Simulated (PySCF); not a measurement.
# Reading the logs of faulty runs: AlBFH2O cation

These are calculations, not measurements. They come from PySCF 2.14.0, an open-source quantum chemistry program, on an isolated molecule that a program drew, which may never have been made. The molecule is AlBFH2O cation (charge +1, singlet), drawn as the SMILES string `[OH][AlH][B+]F`.

Each row is a Hartree-Fock (HF) and frozen-core CCSD(T) single point in the cc-pV(D+d)Z basis, meant for a local HF minimum. Run 1 is clean. Each other run has one planted mistake out of seven kinds, and not every kind appears here: one electron removed, one electron added, multiplicity raised by two, geometry at a saddle point, minimal basis STO-3G, one bond length entered in bohr, all coordinates scaled. The reference is restricted for singlets and unrestricted otherwise, and also for a bond in bohr. Adding or removing an electron swaps singlet and doublet. Electrons count all cores. HOMO and LUMO are orbital energies over both spins, the gradient is its largest component, and the lowest frequency (negative if imaginary) is given only where the gradient is small. Bond lengths are over the 5 bonds as drawn. T1 is the CCSD diagnostic: over 0.02 (restricted) or 0.045 (unrestricted) a single reference is doubtful.

Geometry of the clean run:
```xyz
6
AlBFH2O cation, angstrom
O    -0.5958    2.9916   -0.8378
Al    0.2720    1.6097   -1.0158
B     2.2771    2.4063   -0.3393
F     3.3357    2.9009    0.0381
H    -1.4607    3.3584   -0.9359
H     0.2001    0.1269   -1.4367
```

| run | electrons | basis functions | <S^2> | HOMO (eV) | LUMO (eV) | gradient (hartree/bohr) | lowest frequency (cm^-1) | mean bond (Å) | longest bond (Å) | T1 | HF (hartree) | CCSD(T) (hartree) | mistake |
|---|---|---|---|---|---|---|---|---|---|---|---|---|---|
| 1 | 36 | 75 | 0.000 | -17.89 | -4.76 | 6.6e-06 | 108 | 1.5236 | 2.261 | 0.0180 | -441.89214 | -442.41702 | no fault |
| 2 | 36 | 75 | 2.016 | -14.73 | -8.39 | 5.3e-02 | - | 1.5236 | 2.261 | 0.0385 | -441.72781 | -442.23310 | multiplicity raised by two |
| 3 | 36 | 75 | 0.000 | -17.98 | -4.70 | 5.2e-02 | - | 1.4733 | 2.186 | 0.0167 | -441.88476 | -442.40521 | all coordinates scaled |
| 4 | 37 | 75 | 0.758 | -5.90 | 1.91 | 1.0e-01 | - | 1.5236 | 2.261 | 0.0182 | -442.08645 | -442.61978 | one electron added |
| 5 | 35 | 75 | 0.755 | -23.73 | -13.87 | 1.1e-01 | - | 1.5236 | 2.261 | 0.0162 | -441.30617 | -441.78017 | ? |
| 6 | 36 | 75 | 0.000 | -14.87 | -5.57 | 3.4e-02 | - | 1.9260 | 4.273 | 0.0177 | -441.82611 | -442.35109 | ? |

**Which mistake was planted in run 5, and what did it cost?**

It counts 35 electrons, one fewer than the clean run, at the same geometry and basis. So the mistake is: one electron removed. Subtracting run 1 and multiplying by 627.51 kcal/mol a hartree, the energy moved by 367.7 kcal/mol in HF and 399.6 kcal/mol in CCSD(T).

**Which mistake was planted in run 6, and what did it cost?**

The mean bond changes by a factor of 1.264 and the longest by 1.890, so the molecule wasn't scaled as a whole. A length L in bohr read as angstrom grows by (1/0.5292 - 1) L = 0.890 L. The 5 bonds together grew by 5 x 0.4024 = 2.012 Å, which gives L = 2.261 Å. That is bond Al2-B3, 2.261 Å in the clean geometry. So the mistake is: one bond length entered in bohr. Subtracting run 1 and multiplying by 627.51 kcal/mol a hartree, the energy moved by 41.4 kcal/mol in HF and 41.4 kcal/mol in CCSD(T).

